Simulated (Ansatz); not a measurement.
`O[SiH2]CCl` + CH₃SH → `CSC[SiH2]O` + HCl  (substitution at a C–Cl bond)

Calculated with Ansatz (gas phase, PBE0-D4/def2-TZVP geometries, no zero-point term in ΔE). CBS: MP2 limit from def2 TZ/QZ plus the TZ coupled-cluster correction, frozen cores. This one scheme is used for every species. DFT in def2-TZVPP. HSE06 is defined as in plane-wave codes. Each species was taken in one conformer, which may not be the lowest.

| level | ΔE (kJ/mol) |
| --- | --- |
| r2SCAN0-D4 | -27.9 |
| HSE06-D4 | -29.1 |
| PBE-QIDH | -28.2 |
| r2SCAN | -26.0 |
| MP2/def2-SVP | -33.7 |
| MP2/def2-TZVPP | -32.0 |
| SCS-MP2/def2-TZVPP | -25.9 |
| HF/def2-QZVPP | -9.0 |

**Question.** What does CCSD(T)/CBS give? (An estimate is asked.)

**Answer.** The calculation gave: -28.3 kJ/mol. The listed levels differ from it by 0.4, -0.8, 0.1, 2.3, -5.4, -3.7, 2.4, 19.3 kJ/mol.

Largest T1 diagnostic among the species: 0.011.

The D4 term adds −9.3 kJ/mol with B3LYP and −5.3 kJ/mol with PBE0; it sums over pairs of atoms, weighted by their polarisabilities, and B3LYP, whose exchange is more repulsive, gets the larger term. Leaving LDA and LC-ωPBE aside and taking each functional with its dispersion term where it has one, the values, not all of them listed here, spread over 10.1 kJ/mol, from revPBE-D4 to B2PLYP. LDA lies −11.6 kJ/mol from PBE without D4. In def2-TZVPP, CCSD(T) changes the Hartree–Fock value by −18.8 kJ/mol (the triples alone add −2.8 kJ/mol) and MP2 by −22.9 kJ/mol.

B3LYP here is the variant with VWN-RPA as its local correlation; programs differ in this.
